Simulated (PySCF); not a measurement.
CH5Si, multiplicity 2. Atoms are numbered in the order given.

```xyz
7

C     -1.2026     0.0293     0.0000
Si     0.6757    -0.1012     0.0000
H     -1.6283    -0.4495    -0.8849
H     -1.6283    -0.4495     0.8849
H     -1.5133     1.0797     0.0000
H      1.2628     0.5299    -1.2126
H      1.2628     0.5299     1.2126
```
Charge 0, spin multiplicity 2.

Coordinates come from a TPSSh-D3(BJ)/def2-TZVP optimisation. The isomer is the one that the SMILES or the coordinates give; other isomers of the formula were not compared.

These are PBE/def2-TZVPD in PySCF values and carry that method's errors.

Computed frontier levels, dipole moment and polarisability:
```json
{
 "α spin, highest occupied and lowest empty level": "-4.86 and -0.53 eV",
 "β spin, highest occupied and lowest empty level": "-7.93 and -3.06 eV",
 "dipole_moment": "0.94 D",
 "quadrupole, principal values (traceless, Buckingham form, about the centre of nuclear charge)": "-0.34, 0.08, 0.26 D·Å",
 "mean_static_polarisability": "48.4 bohr³ (7.17 Å³)",
 "polarisability_principal_values": "44.9, 45.6, 54.6 bohr³",
 "⟨S²⟩": "0.752 (pure state 0.75)"
}
```
